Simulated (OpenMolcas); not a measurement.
Al+: from CASSCF to CASPT2

```yaml
Program: OpenMolcas
Basis: ANO-RCC-VTZP [5s4p2d1f]
Scalar_Hamiltonian: X2C, point nucleus
Active_space: 2 electrons in 4 orbitals (3s 3p)
State_averaging: 2S+1 = 3 even, 3 roots; 2S+1 = 1 even, 1 root; 2S+1 = 3 odd, 3 roots; 2S+1 = 1 odd, 3 roots
Spin-orbit_coupling: state interaction with AMFI integrals over the reference wave functions, term energies averaged over their components
```

Methods on the same reference wave functions:
A. CASSCF
B. SS-CASPT2, IPEA 0.25 Eh, imaginary shift 0.1 Eh (closed shells correlated: 2s 2p)

Energies in eV above 3s² ¹S₀, the measured ground level; measured values from NIST Handbook of Basic Atomic Spectroscopic Data.

| Level | A | B | Measured |
| --- | --- | --- | --- |
| 3s² ¹S₀ | 0.0000 | 0.0000 | 0.0000 |
| 3s 3p ³P°₀ | 4.6341 | 4.610 | 4.6361 |
| 3s 3p ³P°₁ | 4.6403 | 4.616 | 4.6437 |
| 3s 3p ³P°₂ | 4.6530 | 4.629 | 4.6591 |
| 3s 3p ¹P°₁ | 8.4257 | 7.691 | 7.4207 |

Deviations, from unrounded energies. A percentage is the sum of absolute deviations over the sum of measured energies, with the sign that they share, or ± where signs differ.

```json
{"Against measurement": "mean absolute deviation (cm-1)", "Levels": "4", "A": "2000", "B": "720"}
{"Against measurement": "other configurations (%)", "Levels": "4", "A": "±4.8", "B": "±1.7"}
```

B lies closest to measurement on these levels. The largest miss of B in the table is 3s 3p ¹P°₁, by +2200 cm-1. The ranking rests on the paired levels alone, and a cruder setting can come out closer through cancelling errors.

The lowest spin-free term lies below A's lowest term by 0.210 hartree in B.

Without dynamic correlation excited terms often stand tens of per cent too high (terms of higher spin than the ground term too low), and those without a measured partner can miss by more than the paired ones (holds for A). Computed and measured levels are paired by configuration, term and J; levels that our copy of the source lacks, or whose pairing is in doubt (as where it misses far off the trend of its configuration), stay unpaired and out of the deviations. Only configurations of the active space appear. The table leaves out levels that lie high or whose names do not pair safely across all columns.

° marks odd parity.
